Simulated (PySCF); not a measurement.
Method: TPSSh-D3(BJ)/def2-TZVP in PySCF. All species are isolated molecules in the gas phase. One relaxed conformer stands for a flexible species; it need not be the lowest. Delta-SCF ions had no search for a lower state. 

Reference species (SMILES): `N[Si](N)(N)Cl` (neutral, multiplicity 1).

The S1 oscillator strength is 0.022 and the vertical ionisation energy (Delta-SCF) comes out as 8.95 eV.

Changed species: `N[Si](N)(Cl)Cl` (2 of 4 Cl replaced by NH2; the reference has 3 of 4 Cl replaced by NH2).

Predict the effect on the S1 oscillator strength and vertical ionisation energy (Delta-SCF).

the S1 oscillator strength stays essentially unchanged; the vertical ionisation energy (Delta-SCF) rises by 0.70 eV, to 9.65 eV.
